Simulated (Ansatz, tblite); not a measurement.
Forces on Al₆Cu₄ at its PBE-D4/def2-SVP geometry. Charge 0, multiplicity 1.

The xTB rows come from tblite. The restricted singlet is unstable towards broken spin symmetry in Hartree–Fock (as tested in another run); at PBE-D4/def2-TZVP this wasn't settled. Another isomer (singlet) lies 0.05 eV lower at PBE0-D4/def2-TZVP; other spin states weren't run for this one.

GFN1-xTB (tblite), largest force 2.80 eV/Å:

```xyz
10
positions Å, forces eV/Å
Cu    1.277    0.249   -2.184    0.348    0.938   -1.369
Cu    0.013    1.938   -0.757    0.242    1.154   -0.480
Cu   -1.845   -1.533   -0.457   -1.602   -1.057   -0.806
Cu    0.061    1.304    1.648    0.176    1.614    0.881
Al   -1.929    0.802    0.364   -1.291   -0.025   -0.003
Al    0.521   -1.860   -1.051    0.448   -0.622    0.184
Al    1.733   -0.190    2.987   -0.118   -0.497   -0.206
Al   -0.360   -1.233    1.368    1.028   -0.296    1.627
Al   -1.112    0.182   -2.058   -1.275   -0.125   -1.408
Al    1.641    0.341    0.140    2.044   -1.083    1.581
```

GFN2-xTB (tblite), largest force 1.99 eV/Å:

```
Cu 0.876 0.223 -1.321
Cu 0.162 0.902 -0.099
Cu -1.332 -1.114 -0.380
Cu -0.114 0.754 1.026
Al -0.478 -0.279 -0.447
Al 0.160 0.609 -0.095
Al -0.259 -0.262 -0.962
Al 1.208 0.953 0.910
Al -0.452 -0.281 0.091
Al 0.229 -1.504 1.275
```

PBE-D4/def2-TZVP (Ansatz), largest force 0.31 eV/Å:

```
Cu 0.209 -0.017 -0.229
Cu -0.052 0.248 -0.079
Cu -0.186 -0.164 -0.007
Cu -0.010 0.104 0.253
Al -0.105 0.010 0.007
Al 0.037 -0.004 0.037
Al 0.034 -0.008 0.049
Al 0.064 -0.008 0.003
Al -0.126 -0.005 -0.099
Al 0.135 -0.156 0.065
```
